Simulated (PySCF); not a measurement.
Norbornane, C₇H₁₂.
Z-matrix (Å and degrees, PBE0-D3(BJ)/def2-TZVP geometry), rows numbered from 1:
```
C 
C   1  1.5511
C   2  1.5333  1  103.10
C   3  1.5334  2  108.21  1    71.19
C   4  1.5507  3  103.12  2   -71.54
C   1  1.5328  2  103.16  3     0.01
C   6  1.5315  1  101.50  2    35.28
H   1  1.0927  2  111.01  3   118.59
H   1  1.0924  2  112.80  3  -120.94
H   2  1.0925  1  112.73  3   120.68
H   2  1.0926  1  111.11  3  -118.86
H   3  1.0909  2  113.94  1  -160.97
H   4  1.0926  3  110.93  2   169.35
H   4  1.0925  3  111.68  2    49.73
H   5  1.0928  4  110.99  3  -118.00
H   5  1.0924  4  112.83  3   121.54
H   6  1.0910  1  113.93  2   161.02
H   7  1.0933  3  113.09  2   -61.64
H   7  1.0932  3  113.31  2   173.57
```

Level: wB97X-D/pcSseg-2 in PySCF, non-relativistic, on one gas-phase PBE0-D3(BJ)/def2-TZVP geometry that isn't relaxed in the solvent. The solvent is an IEF-PCM continuum (Bondi radii, 1.10 Å for H, scaled by 1.2). Specific hydrogen bonds and non-electrostatic terms are outside this model.

Gas phase at wB97X-D/pcSseg-2: HOMO -9.96 eV, LUMO 2.17 eV, dipole 0.09 D.

Task: What does the continuum do to the energy, the frontier levels and the dipole at wB97X-D/pcSseg-2 in chloroform?

Result: 
| solvent | ε | E(solvent) − E(gas) (kcal/mol) | polarisation term (kcal/mol) | distortion of the solute (kcal/mol) | HOMO (eV) | LUMO (eV) | dipole (D) |
| --- | --- | --- | --- | --- | --- | --- | --- |
| chloroform | 4.711 | -0.51 | -0.53 | 0.02 | -9.87 | 2.28 | 0.10 |

Polarisation term: ½ Σ q·V over the induced surface charges. Distortion: the rise of the solute's own energy as its density leaves the gas-phase optimum.

wB97X-D is run here without its empirical dispersion term; that term would change no orbital, density or response property at a fixed geometry.
